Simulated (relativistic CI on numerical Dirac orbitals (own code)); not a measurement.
**Electric-dipole lines of Ag39+**

Calculated at this level of theory: Dirac-Coulomb-Breit CI, separate exchange-only KLI orbitals for each configuration, model QED (radiative potential, 1s self-energy scaled to tabulated hydrogen-like ionisation energies), unscaled Slater integrals (own radial code, finite nucleus).

Configurations in the expansion (outside the closed core 1s2): 2s2 2p4, 2s 2p5, 2p6, 2p5 3s, 2p5 3p, 2p5 3d, 2s2 2p3 3s, 2s2 2p3 3p, 2s2 2p3 3d, 2s 2p4 3s, 2s 2p4 3p, 2s 2p4 3d, 2s2 2p3 4s, 2s2 2p3 4p, 2s2 2p3 4d, 2s2 2p3 4f. Levels of other configurations are missing.

| λ vac (nm) | Lower | Upper | A (s⁻¹) | gf | Branching (%) |
| --- | --- | --- | --- | --- | --- |
| 0.32499 | 2s2 2p4 3P_2 [1] | 2s 2p4 3p 3D°_3 [95] | 4.12e+13 | 4.57e-01 | 96.5 |
| 0.32794 | 2s2 2p4 1D_2 [4] | 2s 2p4 3p 1D°_2 [151] | 6.41e+13 | 5.17e-01 | 98.5 |
| 0.32807 | 2s2 2p4 3P_2 [1] | 2s 2p4 3p 3P°_2 [90] | 7.54e+13 | 6.08e-01 | 99.1 |
| 0.33568 | 2s2 2p4 3P_1 [3] | 2s2 2p3 3d 1D°_2 [120] | 6.27e+13 | 5.30e-01 | 44.7 |
| 0.33658 | 2s2 2p4 3P_1 [3] | 2s2 2p3 3d 3P°_1 [113] | 1.60e+14 | 8.14e-01 | 84.2 |
| 0.33681 | 2s2 2p4 3P_2 [1] | 2s2 2p3 3d 3D°_2 [66] | 9.17e+13 | 7.80e-01 | 39.2 |
| 0.33699 | 2s2 2p4 3P_2 [1] | 2s2 2p3 3d 3P°_1 [65] | 1.80e+14 | 9.22e-01 | 64.0 |
| 0.33709 | 2s2 2p4 1D_2 [4] | 2s2 2p3 3d 1D°_2 [120] | 7.75e+13 | 6.60e-01 | 55.2 |
| 0.33723 | 2s2 2p4 1S_0 [2] | 2s2 2p3 3d 3D°_1 [76] | 2.45e+14 | 1.25e+00 | 72.4 |
| 0.33756 | 2s2 2p4 1D_2 [4] | 2s2 2p3 3d 1F°_3 [117] | 2.42e+14 | 2.89e+00 | 100.0 |
| 0.33771 | 2s2 2p4 3P_2 [1] | 2s2 2p3 3d 3D°_3 [61] | 2.52e+14 | 3.01e+00 | 99.7 |
| 0.33775 | 2s2 2p4 3P_2 [1] | 2s2 2p3 3d 1D°_2 [60] | 1.25e+14 | 1.07e+00 | 88.5 |
| 0.33857 | 2s 2p5 3P°_1 [7] | 2s 2p4 3d 3P_1 [188] | 2.24e+14 | 1.15e+00 | 92.4 |
| 0.33876 | 2s 2p5 3P°_1 [7] | 2s 2p4 3d 3P_2 [186] | 1.59e+14 | 1.37e+00 | 93.5 |
| 0.33889 | 2s 2p5 3P°_2 [6] | 2s 2p4 3d 3D_3 [173] | 1.69e+14 | 2.03e+00 | 99.8 |
| 0.33902 | 2s 2p5 3P°_2 [6] | 2s 2p4 3d 3P_2 [171] | 2.28e+14 | 1.96e+00 | 99.2 |
| 0.33932 | 2s 2p5 3P°_1 [7] | 2s 2p4 3d 3D_2 [185] | 7.46e+13 | 6.44e-01 | 74.0 |
| 0.33944 | 2s 2p5 3P°_2 [6] | 2s 2p4 3d 3S_1 [169] | 1.83e+14 | 9.50e-01 | 75.1 |
| 0.33964 | 2s2 2p4 3P_2 [1] | 2s2 2p3 3d 5D°_3 [53] | 5.00e+13 | 6.05e-01 | 99.8 |
| 0.34175 | 2s 2p5 3P°_2 [6] | 2s 2p4 3d 5F_3 [163] | 9.60e+13 | 1.18e+00 | 99.5 |
| 0.35089 | 2s 2p5 3P°_0 [8] | 2s 2p4 3d 1P_1 [193] | 1.30e+14 | 7.23e-01 | 37.2 |
| 0.35124 | 2s2 2p4 3P_1 [3] | 2s2 2p3 3d 3P°_2 [77] | 1.62e+14 | 1.50e+00 | 68.5 |
| 0.35262 | 2s2 2p4 1D_2 [4] | 2s2 2p3 3d 3F°_3 [79] | 1.52e+14 | 1.99e+00 | 99.2 |
| 0.35277 | 2s2 2p4 1D_2 [4] | 2s 2p4 3p 3D°_3 [78] | 4.99e+13 | 6.51e-01 | 83.3 |
| 0.35278 | 2s2 2p4 1D_2 [4] | 2s2 2p3 3d 3P°_2 [77] | 6.74e+13 | 6.28e-01 | 28.4 |
| 0.35280 | 2s2 2p4 3P_0 [5] | 2s2 2p3 3d 3D°_1 [131] | 4.45e+14 | 2.49e+00 | 94.8 |
| 0.35318 | 2s 2p5 3P°_2 [6] | 2s 2p4 3d 3D_3 [137] | 1.82e+14 | 2.39e+00 | 99.7 |
| 0.35335 | 2s2 2p4 3P_1 [3] | 2s2 2p3 3d 3F°_2 [68] | 6.40e+13 | 5.99e-01 | 92.1 |
| 0.35339 | 2s2 2p4 3P_2 [1] | 2s2 2p3 3d 3D°_3 [31] | 2.71e+14 | 3.55e+00 | 99.9 |
| 0.35365 | 2s2 2p4 1D_2 [4] | 2s2 2p3 3d 1D°_2 [72] | 1.76e+14 | 1.65e+00 | 97.6 |
| 0.35397 | 2s2 2p4 3P_1 [3] | 2s2 2p3 3d 3D°_2 [66] | 1.14e+14 | 1.07e+00 | 48.6 |
| 0.35399 | 2s 2p5 1P°_1 [9] | 2s 2p4 3d 1P_1 [193] | 1.91e+14 | 1.07e+00 | 54.4 |
| 0.35405 | 2s2 2p4 1D_2 [4] | 2s2 2p3 3d 1F°_3 [70] | 1.64e+14 | 2.15e+00 | 95.1 |
| 0.35406 | 2s 2p5 1P°_1 [9] | 2s 2p4 3d 1D_2 [192] | 3.26e+14 | 3.06e+00 | 95.8 |
| 0.35457 | 2s2 2p4 3P_2 [1] | 2s2 2p3 3d 3D°_2 [28] | 1.23e+14 | 1.15e+00 | 99.3 |
| 0.35462 | 2s2 2p4 1D_2 [4] | 2s2 2p3 3d 3S°_1 [69] | 9.88e+13 | 5.59e-01 | 45.9 |
| 0.35550 | 2s2 2p4 3P_1 [3] | 2s2 2p3 3s 3P°_2 [58] | 5.45e+13 | 5.17e-01 | 51.0 |
| 0.35571 | 2s 2p5 3P°_1 [7] | 2s 2p4 3d 1D_2 [141] | 2.71e+14 | 2.57e+00 | 95.9 |
| 0.35599 | 2s2 2p4 1S_0 [2] | 2s2 2p3 3d 3D°_1 [32] | 1.47e+14 | 8.40e-01 | 91.1 |
| 0.35687 | 2s2 2p4 3P_2 [1] | 2s2 2p3 3s 3D°_3 [21] | 2.90e+13 | 3.87e-01 | 88.2 |
| 0.35698 | 2s 2p5 3P°_1 [7] | 2s 2p4 3d 3P_1 [139] | 1.78e+14 | 1.02e+00 | 97.7 |
| 0.35702 | 2s 2p5 3P°_0 [8] | 2s 2p4 3d 3P_1 [172] | 1.85e+14 | 1.06e+00 | 63.2 |
| 0.35753 | 2s 2p5 3P°_2 [6] | 2s 2p4 3d 3D_2 [115] | 1.52e+14 | 1.45e+00 | 94.6 |
| 0.35761 | 2s 2p5 3P°_2 [6] | 2s 2p4 3d 3F_3 [114] | 6.45e+13 | 8.66e-01 | 99.3 |
| 0.35841 | 2s 2p5 3P°_2 [6] | 2s 2p4 3s 3D_3 [110] | 1.02e+14 | 1.37e+00 | 99.6 |

Terms are leading LS components. Brackets give the number of a level in order of energy, since labels repeat. The list gives strong lines, with weight on those to low levels, without lines whose two gauges differ by over a factor of 2.5, among the lowest 200 of 342 levels, so that lines to higher ones, which can be the strongest, are missing. Levels whose partners in the same complex of configurations lie outside the list can be far off, and so can their lines. Rates are taken at the computed energies, electric ones in the length gauge.

At this charge energies of transitions that change n are usually good to better than 1 %, and those within a shell (Δn = 0) to a few per cent.

LS names give the leading component of a level, which can be under half, so a name can repeat, a term be missing and a line seem to break the LS rules.
